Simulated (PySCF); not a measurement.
C₂H₅F₂Sb. Atoms are numbered in the order given.

```xyz
10

Sb     0.5736     0.2791     0.0000
F      0.3096    -1.0018    -1.4314
F      0.3096    -1.0018     1.4314
C     -1.5084     0.8490     0.0000
C     -2.4180    -0.3690     0.0000
H     -1.6620     1.4877     0.8867
H     -1.6620     1.4877    -0.8867
H     -2.2333    -0.9929    -0.8865
H     -2.2333    -0.9929     0.8865
H     -3.4791    -0.0735     0.0000
```

Geometry: PBE0-D3(BJ)/def2-SVP. The structure was generated by enumeration; whether it is a known compound was not checked. The def2 effective core potentials stand for the cores of Sb; spin–orbit coupling is left out. Other conformers were not sampled.

Computed with HF/def2-TZVP (PySCF).

| Property | Value |
|---|---|
| total energy | -516.95913 hartree |
| point group | Cs |
| highest occupied level | -10.21 eV |
| lowest empty level | 1.53 eV |
| orbital gap | 11.74 eV |
| dipole moment | 0.811 e·Å |
| quadrupole, principal values (traceless, Buckingham form, about the centre of nuclear charge) | -4.88, -0.24, 5.13 D·Å |
| mean static polarisability | 58.3 bohr³ (8.64 Å³) |
| polarisability, principal values | 52.1, 52.3, 70.6 bohr³ |
